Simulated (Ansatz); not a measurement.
F2Si, charge +1, doublet, at a GFN2-xTB geometry (a state made from the parent by changing its charge; the spin is typed, not shown lowest); HF/def2-SVPD run with Ansatz (a quantum-chemistry and plane-wave program).

Here is a job for Ansatz.
Ansatz 0.2 input:
```yaml
crystal:
  periodic: [false, false, false]
  atoms:
    - {symbol: F, position_ang: [-1.31551725, -0.40462820, 0.01044998]}
    - {symbol: Si, position_ang: [-0.01740213, 0.44992730, 0.03735713]}
    - {symbol: F, position_ang: [1.34258723, -0.29525872, -0.06856107]}
basis:
  gaussian:
    orbitals: def2-SVPD
hamiltonian:
  xc: hf
total_charge: 1
magnetization: {spin_polarized: true, initial_magnetization: 1}
accuracy: high
```

**Question.** Predict the main parts of the log of this Ansatz run.

**Answer.** 
```
Functional definition: HF
1265 factors; integrals over basis functions are off by at most 3.7e-9 eV
mean field evaluation 1: about -13251.9013 eV, gradient 4.8e1 eV
mean field evaluation 2: about -13251.9487 eV, gradient 4.7e1 eV
mean field evaluation 4: about -13259.7912 eV, gradient 2.4e0 eV
mean field evaluation 8: about -13259.9127 eV, gradient 1.1e-1 eV
mean field evaluation 16: about -13259.9129 eV, gradient 3.7e-8 eV
mean field -13259.91290273 eV, -487.2928112834 hartree, gradient 3.7e-8 eV, S^2 0.753574; 0 other end points of the search recorded, 0 dependent functions left out
reference -13259.91290273 eV, -487.2928112834 hartree; 16, 15 occupied and 54, 55 virtual orbitals, 1265 factors
Total energy: -13259.91290273 eV, -487.2928112834 hartree
```
